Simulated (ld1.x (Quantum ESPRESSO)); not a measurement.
Reading a pseudo-wave (N)

Columns: radius, all-electron u(r) and pseudo u(r) of the 2s shell (level -18.46 eV) of nitrogen in the configuration [He] 2s2 2p3; PBEsol, scalar-relativistic, RRKJ scheme, ld1.x (Quantum ESPRESSO) 7.5.

| r (bohr) | all-electron | pseudo |
| --- | --- | --- |
| 0.105 | 0.3848 | -0.0903 |
| 0.210 | 0.2726 | -0.1852 |
| 0.315 | 0.0113 | -0.2892 |
| 0.420 | -0.2597 | -0.4052 |
| 0.525 | -0.4890 | -0.5315 |
| 0.630 | -0.6628 | -0.6587 |
| 0.735 | -0.7820 | -0.7698 |
| 0.840 | -0.8537 | -0.8479 |
| 0.945 | -0.8873 | -0.8864 |
| 1.050 | -0.8917 | -0.8917 |
| 1.155 | -0.8749 | -0.8749 |
| 1.260 | -0.8431 | -0.8431 |
| 1.365 | -0.8014 | -0.8014 |
| 1.470 | -0.7537 | -0.7537 |
| 1.575 | -0.7028 | -0.7028 |
| 1.680 | -0.6509 | -0.6509 |
| 1.785 | -0.5994 | -0.5994 |
| 1.890 | -0.5494 | -0.5494 |
| 1.995 | -0.5015 | -0.5015 |
| 2.100 | -0.4563 | -0.4563 |
| 2.205 | -0.4140 | -0.4140 |
| 2.310 | -0.3746 | -0.3746 |
| 2.415 | -0.3383 | -0.3383 |
| 2.520 | -0.3050 | -0.3050 |
| 2.625 | -0.2744 | -0.2744 |
| 2.730 | -0.2466 | -0.2466 |

Question: How many radial nodes do the two functions have?

Answer: The all-electron 2s function has n − l − 1 = 1; the pseudo-wave has 0, since the states of the same l below it are removed with the core.

Question: At about which radius was the pseudo-wave matched?

Answer: 1.10 bohr, where the columns begin to agree (steps of 0.10 bohr).

Question: Is the pseudo-wave norm-conserving?

Answer: Yes: the RRKJ scheme keeps the norm inside the radius equal to the all-electron one, which fixes the energy derivative of the logarithmic derivative at the level.
